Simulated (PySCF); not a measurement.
H₂OSi, neutral, multiplicity 1. Atoms are numbered in the order given.

```xyz
4

Si     0.1007     0.6300     0.0000
H     -1.4326     0.8430     0.0000
O      0.0962    -1.0225     0.0000
H     -0.7461    -1.4832     0.0000
```

Geometry optimised at PBE0-D3(BJ)/def2-TZVP.

All values below come from ωB97X/def2-TZVPD run with PySCF.

Mulliken values depend strongly on the basis, most of all with diffuse functions as here. ESP charges are fitted to the potential on shells at 1.4 to 2.0 van der Waals radii. Atomic charges (e):

| atom | IAO | ESP fit | Mulliken |
|---|---|---|---|
| Si1 | … | 0.13 | 0.16 |
| H2 | … | -0.06 | -0.10 |
| O3 | … | -0.48 | -0.38 |
| H4 | … | 0.41 | 0.33 |

Q: Some entries are withheld; supply them. (Estimate from the structure and the level; the computed values follow.)

A: 
- Si1, IAO: 0.57
- H2, IAO: -0.19
- O3, IAO: -0.75
- H4, IAO: 0.37
